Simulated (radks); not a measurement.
Results of a calculation; reference values are marked as such.
Question: Valence configurations of the zinc ion Zn+ (all share [Ar]). Code: a radial shooting solver on a logarithmic mesh with Libxc functionals. Model: scalar-relativistic Kohn-Sham, r2SCAN, spin-polarised, spherical densities, finite nucleus; open shells are filled with parallel spins first; meta-GGA in the generalised Kohn-Sham scheme; Fermi nuclear charge, rms radius 3.9283 fm. Order these by energy: 3d10 4s1; 3d9 4s2; 3d9.5 4s1 4p0.5; 3d8.5 4s1.5 4p1; 3d9 4s1 4p1; 3d10 4p1; 3d10 4s0.5 4p0.5; 3d9.5 4s1.5; 3d8 4s1 4p2; 3d8 4s2 4p1.

Answer: From the lowest, in eV above it: 3d10 4s1 0.000; 3d10 4s0.5 4p0.5 3.342; 3d9.5 4s1.5 3.938; 3d9.5 4s1 4p0.5 6.455; 3d10 4p1 6.582; 3d9 4s2 8.524; 3d9 4s1 4p1 14.077; 3d8.5 4s1.5 4p1 20.805; 3d8 4s2 4p1 28.309; 3d8 4s1 4p2 33.288. NIST lists [Ar] 3d10 4s1 as the ground configuration; this level of theory agrees among the configurations tried. The energies are those of spherical high-spin densities, not of single terms.
